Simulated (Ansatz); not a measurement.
Cu₂Ag₇. The state is a doublet with charge 0. Geometry PBE0-D4/def2-SVP; atoms count from 1.

```xyz
9

Ag   -1.013    0.733    1.644
Ag    1.234    0.956   -2.258
Ag    2.478   -1.015   -0.617
Ag   -1.424   -2.129    0.993
Ag    1.087   -1.069    1.806
Ag   -2.673   -0.138   -0.626
Ag   -0.872    2.052   -0.785
Cu   -0.115   -0.549   -0.576
Cu    1.299    1.159    0.418
```

In the def2 sets Ag takes a core potential; there is no spin–orbit coupling. The structure comes from a short search, and lower isomers may exist.

Problem. Estimate the Mulliken populations from the PBE0/def2-SVP orbitals of Ansatz.

Solution. 
| atom | charge (e) | spin (α − β) | d electrons |
| --- | --- | --- | --- |
| Ag1 | -0.14 | 0.01 | 9.88 |
| Ag2 | -0.08 | 0.20 | 9.90 |
| Ag3 | -0.09 | 0.21 | 9.90 |
| Ag4 | -0.02 | 0.20 | 9.90 |
| Ag5 | 0.11 | 0.08 | 9.89 |
| Ag6 | -0.02 | 0.21 | 9.90 |
| Ag7 | 0.11 | 0.08 | 9.89 |
| Cu8 | 0.03 | 0.01 | 9.70 |
| Cu9 | 0.11 | 0.01 | 9.75 |
Mulliken values depend strongly on the basis.

Problem. Where does the spin sit?

Solution. Summed by element: Ag 0.98, Cu 0.02, of 1 unpaired in all. Largest on single atoms: Ag6 0.21, Ag3 0.21, Ag4 0.20.

Problem. And the Mayer bond orders between heavy atoms (over 0.3)?

Solution. Ag1–Cu9 0.39 (2.65 Å); Ag2–Ag7 0.31 (2.79 Å); Ag2–Cu8 0.35 (2.63 Å); Ag2–Cu9 0.31 (2.68 Å); Ag3–Ag5 0.31 (2.79 Å); Ag3–Cu8 0.35 (2.63 Å); Ag3–Cu9 0.31 (2.68 Å); Ag4–Ag5 0.33 (2.84 Å); Ag4–Cu8 0.39 (2.58 Å); Ag5–Cu9 0.32 (2.63 Å); Ag6–Ag7 0.33 (2.84 Å); Ag6–Cu8 0.38 (2.59 Å); Ag7–Cu9 0.32 (2.64 Å); Cu8–Cu9 0.38 (2.43 Å).
